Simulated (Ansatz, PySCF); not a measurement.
C3HClF2, SMILES FC=C=C(F)Cl.

Coordinates come from a B3LYP-D3(BJ)/def2-SVP optimisation. The structure was generated by enumeration; whether it is a known compound was not checked.

Vertical ionisation energy (IE) and electron affinity (EA) in eV. Rows of orbital energies are one-electron estimates. Where ΔSCF, EOM or ADC give a negative EA the extra electron is unbound and the value depends on the basis.

```csv
level,IE,EA
"−ε(HOMO), −ε(LUMO), B3LYP/def2-TZVP (PySCF)",7.79,1.35
"−ε(HOMO), −ε(LUMO), PBE/def2-TZVP (PySCF)",6.74,2.08
"ΔSCF, CAM-B3LYP/def2-SVPD (Ansatz), final states of multiplicity 2 and 2",[?],[?]
"ΔSCF, PBE/def2-SVPD (Ansatz), final states of multiplicity 2 and 2",10.04,-0.59
```

Question: What belongs in the gaps? (The exact figures need the calculation; the answer reports its results.)

Answer: 
- ΔSCF, CAM-B3LYP/def2-SVPD (Ansatz, a quantum-chemistry and plane-wave program), final states of multiplicity 2 and 2, IE: 10.39
- ΔSCF, CAM-B3LYP/def2-SVPD (Ansatz), final states of multiplicity 2 and 2, EA: -0.68

Question: What vertical singlet–triplet gap does ΔSCF give with CAM-B3LYP/def2-SVPD (Ansatz) and with PBE/def2-SVPD (Ansatz)? (An estimate is asked for; the answer gives what the named calculation found.)

Answer: 4.17 and 4.15 eV (triplet above singlet where positive).
